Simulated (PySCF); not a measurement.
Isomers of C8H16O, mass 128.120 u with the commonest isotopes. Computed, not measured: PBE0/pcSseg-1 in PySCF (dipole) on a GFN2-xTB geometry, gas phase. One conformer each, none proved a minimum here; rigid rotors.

Question: Order these by radius of gyration √(Σ m r²/M), smallest first.
A. `[CH3:1][O:2][C@@H:3]1[CH2:4][CH2:5][CH2:6][C@H:7]([CH3:8])[CH2:9]1` with C1–O2–C3–C4 -76°, O2–C3–C4–C5 -175°, C3–C4–C5–C6 58°, C4–C5–C6–C7 -58°, C5–C6–C7–C8 180°
B. `[CH3:1][CH2:2][C@@H:3]1[CH2:4][C@@:5]1([CH2:6][CH3:7])[CH2:8][OH:9]` with C1–C2–C3–C4 153°, C4–C5–C6–C7 69°, C4–C5–C8–O9 147°, C5–C8–O9–H -51°
C. `[CH2:1]=[CH:2][CH2:3][CH2:4][O:5][C:6]([CH3:7])([CH3:8])[CH3:9]` with C1–C2–C3–C4 120°, C2–C3–C4–O5 71°, C3–C4–O5–C6 -174°
D. `[CH3:1][CH2:2][CH2:3][C@H:4]([CH:5]=[O:6])[CH:7]([CH3:8])[CH3:9]` with C1–C2–C3–C4 180°, C2–C3–C4–C5 -74°, C3–C4–C5–O6 -12°, C3–C4–C7–C8 -170°
E. `[CH3:1][O:2][C@H:3]1[CH2:4][CH2:5][C@H:6]([CH3:7])[CH2:8][CH2:9]1` with C1–O2–C3–C4 76°, O2–C3–C4–C5 176°, C3–C4–C5–C6 -58°, C4–C5–C6–C7 180°, C5–C6–C8–C9 -57°
F. `[CH3:1][O:2][CH2:3][CH:4]1[CH2:5][CH2:6][CH2:7][CH2:8][CH2:9]1` with C1–O2–C3–C4 179°, O2–C3–C4–C5 -64°, C3–C4–C5–C6 180°, C4–C5–C6–C7 58°, C5–C6–C7–C8 -58°, C6–C7–C8–C9 58°

Answer: B (2.152 Å), A (2.240 Å), E (2.287 Å), D (2.332 Å), F (2.376 Å), C (2.429 Å).

Question: Order these by rotational constant C, smallest first.
A. `[CH2:1]=[CH:2][CH2:3][CH2:4][O:5][C:6]([CH3:7])([CH3:8])[CH3:9]` with C1–C2–C3–C4 120°, C2–C3–C4–O5 71°, C3–C4–O5–C6 -174°
B. `[CH3:1][CH2:2][CH2:3][C@H:4]([CH:5]=[O:6])[CH:7]([CH3:8])[CH3:9]` with C1–C2–C3–C4 180°, C2–C3–C4–C5 -74°, C3–C4–C5–O6 -12°, C3–C4–C7–C8 -170°
C. `[CH3:1][O:2][C@H:3]1[CH2:4][CH2:5][C@H:6]([CH3:7])[CH2:8][CH2:9]1` with C1–O2–C3–C4 76°, O2–C3–C4–C5 176°, C3–C4–C5–C6 -58°, C4–C5–C6–C7 180°, C5–C6–C8–C9 -57°
D. `[CH3:1][CH2:2][C@@H:3]1[CH2:4][C@@:5]1([CH2:6][CH3:7])[CH2:8][OH:9]` with C1–C2–C3–C4 153°, C4–C5–C6–C7 69°, C4–C5–C8–O9 147°, C5–C8–O9–H -51°

Answer: A (732.8 MHz), C (779.1 MHz), B (807.3 MHz), D (1033 MHz).

Question: Order these by dipole moment, largest first.
A. `[CH3:1][CH2:2][C@@H:3]1[CH2:4][C@@:5]1([CH2:6][CH3:7])[CH2:8][OH:9]` with C1–C2–C3–C4 153°, C4–C5–C6–C7 69°, C4–C5–C8–O9 147°, C5–C8–O9–H -51°
B. `[CH3:1][CH2:2][CH2:3][C@H:4]([CH:5]=[O:6])[CH:7]([CH3:8])[CH3:9]` with C1–C2–C3–C4 180°, C2–C3–C4–C5 -74°, C3–C4–C5–O6 -12°, C3–C4–C7–C8 -170°
C. `[CH3:1][O:2][C@H:3]1[CH2:4][CH2:5][C@H:6]([CH3:7])[CH2:8][CH2:9]1` with C1–O2–C3–C4 76°, O2–C3–C4–C5 176°, C3–C4–C5–C6 -58°, C4–C5–C6–C7 180°, C5–C6–C8–C9 -57°
D. `[CH2:1]=[CH:2][CH2:3][CH2:4][O:5][C:6]([CH3:7])([CH3:8])[CH3:9]` with C1–C2–C3–C4 120°, C2–C3–C4–O5 71°, C3–C4–O5–C6 -174°

Answer: B (2.68 D), A (1.76 D), D (1.42 D), C (1.20 D).

| SMILES | point group | Ia (u·Å²) | Ib (u·Å²) | Ic (u·Å²) | κ | μa (D) | μb (D) | μc (D) |
| --- | --- | --- | --- | --- | --- | --- | --- | --- |
| C=CCCOC(C)(C)C | C1 | 161.87 | 660.42 | 689.63 | -0.97 | 0.89 | 0.50 | 0.99 |
| CCC[C@H](C=O)C(C)C | C1 | 208.63 | 558.80 | 626.00 | -0.88 | 1.20 | 2.04 | 1.25 |
| CO[C@@H]1CCC[C@H](C)C1 | C1 | 176.45 | 487.54 | 622.12 | -0.78 | 0.01 | 0.96 | 0.89 |
| CO[C@H]1CC[C@H](C)CC1 | C1 | 130.49 | 561.62 | 648.65 | -0.92 | 0.33 | 0.86 | 0.76 |
| COCC1CCCCC1 | C1 | 131.92 | 612.01 | 702.17 | -0.93 | 0.35 | 0.81 | 0.64 |
| CC[C@@H]1C[C@@]1(CC)CO | C1 | 280.89 | 416.48 | 489.39 | -0.53 | 1.29 | 0.98 | 0.68 |
